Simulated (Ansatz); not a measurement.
Total energies of C2H5BO (`CC1BO1`).

```tsv
atom	x (Å)	y (Å)	z (Å)
C1	-0.1321	-0.6593	-0.9156
C2	0.1916	0.5089	-0.0383
B3	0.2396	0.4722	1.4732
O4	-0.8988	0.8912	0.9332
H5	0.7694	-0.9698	-1.4511
H6	-0.4898	-1.5140	-0.3384
H7	-0.8923	-0.4040	-1.6597
H8	0.5499	1.3904	-0.5672
H9	0.6624	0.2845	2.5639
```

Charge 0, multiplicity 1. Geometry: relaxed with PBE0-D4/def2-TZVP. Basis def2-TZVPP, Ansatz.

RPA on PBE orbitals: Hartree–Fock energy of these orbitals -178.20678 Eh, correlation -1.09986 Eh (frozen core).

```csv
functional,energy without D4 (Eh),D4 term (kJ/mol)
LDA (SPW92),-177.78301,–
PBE,-179.12099,-12.2
revPBE,-179.29868,-44.1
BLYP,-179.28682,-27.9
r2SCAN,-179.24726,-3.0
B97M-V,-179.34293,–
PBE0,-179.13664,-10.1
B3LYP,-179.36184,-19.6
r2SCANh,-179.23841,-3.1
r2SCAN0,-179.22598,-3.4
HSE06 (plane-wave form),-179.12658,-9.3
BHLYP,-179.24968,-13.4
CAM-B3LYP,-179.26456,-10.0
LC-ωPBE,-179.23491,–
ωB97X-V,-179.29802,–
ωB97M-V,-179.27421,–
B2PLYP,-179.20255,–
PBE-QIDH,-179.10863,–
```

B3LYP takes the VWN-RPA correlation (the form of Gaussian; ORCA's B3LYP/G). HSE06 is the plane-wave form, built on full-range PBE exchange. The double hybrids freeze the cores in their second-order part.

LC-ωPBE has ω = 0.4 bohr⁻¹.
